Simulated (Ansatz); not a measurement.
All values below come from frozen-core CCSD(T)/def2-TZVPP // PBE0-D4/def2-TZVP (Ansatz, a first-principles code).

Ansatz 0.2 input:
```yaml
crystal:
  periodic: [false, false, false]
  atoms:
    - { symbol: C, position_ang: [-1.87748, -0.23218, -0.061122] }
    - { symbol: In, position_ang: [0.013639, 0.729341, 0.33611] }
    - { symbol: C, position_ang: [1.860413, -0.266065, -0.172211] }
    - { symbol: H, position_ang: [-2.680117, 0.49517, -0.186437] }
    - { symbol: H, position_ang: [-2.135422, -0.877235, 0.783509] }
    - { symbol: H, position_ang: [-1.816466, -0.859215, -0.952033] }
    - { symbol: H, position_ang: [0.058173, 2.303006, 1.068195] }
    - { symbol: H, position_ang: [2.267736, 0.172645, -1.087176] }
    - { symbol: H, position_ang: [1.705298, -1.331692, -0.344171] }
    - { symbol: H, position_ang: [2.604228, -0.133775, 0.615335] }
basis:
  gaussian: { orbitals: def2-TZVPP }
correlation:
  method: ccsd_t
```

Output:

```
Functional definition: HF
1382 factors; integrals over basis functions are off by at most 1.0e-3 eV
mean field evaluation 1: about -7316.8434 eV, gradient 3.7e1 eV
mean field evaluation 2: about -7316.8802 eV, gradient 3.7e1 eV
mean field evaluation 4: about -7320.4297 eV, gradient 2.9e0 eV
mean field evaluation 8: about -7320.4708 eV, gradient 1.7e-1 eV
mean field evaluation 16: about -7319.6535 eV, gradient 1.8e1 eV
mean field -7320.47096910 eV, -269.0223461210 hartree, gradient 9.2e-7 eV, S^2 0.000000; 0 other end points of the search recorded, 0 dependent functions left out
6 core orbitals not correlated
reference -7320.47096910 eV, -269.0223461210 hartree; 14, 14 occupied and 190, 190 virtual orbitals, 1382 factors
second order -18.05942366 eV of doubles, -0.00000000 eV of singles
cycle   1  -18.32386305 eV  change   -2.6e-1 eV  update   9.1e-2
cycle   2  -18.77279854 eV  change   -4.5e-1 eV  update   2.6e-2
cycle   3  -18.84241050 eV  change   -7.0e-2 eV  update   1.2e-2
cycle   4  -18.83656809 eV  change    5.8e-3 eV  update   2.8e-3
cycle   5  -18.83616493 eV  change    4.0e-4 eV  update   1.0e-3
cycle   6  -18.83615265 eV  change    1.2e-5 eV  update   2.7e-4
cycle   7  -18.83603671 eV  change    1.2e-4 eV  update   8.0e-5
cycle   8  -18.83604378 eV  change   -7.1e-6 eV  update   2.7e-5
perturbative correction -0.63770638 eV, -0.0234352772 hartree
Total energy: -7339.94471926 eV, -269.7379932394 hartree
```

Cost: around 2.7 core-minutes (rough).
